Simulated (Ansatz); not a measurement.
Start from `[F][InH][Cl]` and change one element to get `[F][GaH][Cl]`.

Ansatz, PBE0-D4/def2-TZVP geometries, multiplicity 1. 

Elements past krypton have def2 core potentials. Scalar relativity is left out up to krypton.

| property | `[F][InH][Cl]` |
| --- | --- |
| size of the dipole moment (PBE/def2-TZVPP) / D | 2.84 |
| zero-point energy (PBE0-D4/def2-TZVP) / kJ/mol | 23.0 |
| HOMO energy (B3LYP/def2-TZVPP) / eV | -8.81 |
| HOMO–LUMO gap (ωB97M-V/def2-TZVPP) / eV | 11.04 |
| ideal-gas entropy at 298 K and 1 bar (rigid rotor, harmonic PBE0-D4/def2-TZVP) / J/(mol·K) | 308 |
| LUMO energy (B3LYP/def2-TZVPP) / eV | -2.16 |

Q: Give the same properties after the change, and the shifts. (Best estimate.)

A: The calculation gave: 
| property | `[F][GaH][Cl]` | shift |
| --- | --- | --- |
| size of the dipole moment (PBE/def2-TZVPP) / D | 1.98 | -0.86 |
| zero-point energy (PBE0-D4/def2-TZVP) / kJ/mol | 26.5 | 3.5 |
| HOMO energy (B3LYP/def2-TZVPP) / eV | -9.08 | -0.27 |
| HOMO–LUMO gap (ωB97M-V/def2-TZVPP) / eV | 11.81 | 0.77 |
| ideal-gas entropy at 298 K and 1 bar (rigid rotor, harmonic PBE0-D4/def2-TZVP) / J/(mol·K) | 295 | -13 |
| LUMO energy (B3LYP/def2-TZVPP) / eV | -1.85 | 0.31 |

With PBE0 the HOMO falls by 0.28 eV and the LUMO rises by 0.29 eV, so the gap widens by about 0.57 eV. PBE moves the HOMO by -0.26 eV and ωB97M-V by -0.28 eV. Dipoles are sizes alone; their direction can turn.

B3LYP here is the variant with VWN-RPA as its local correlation; programs differ in this.
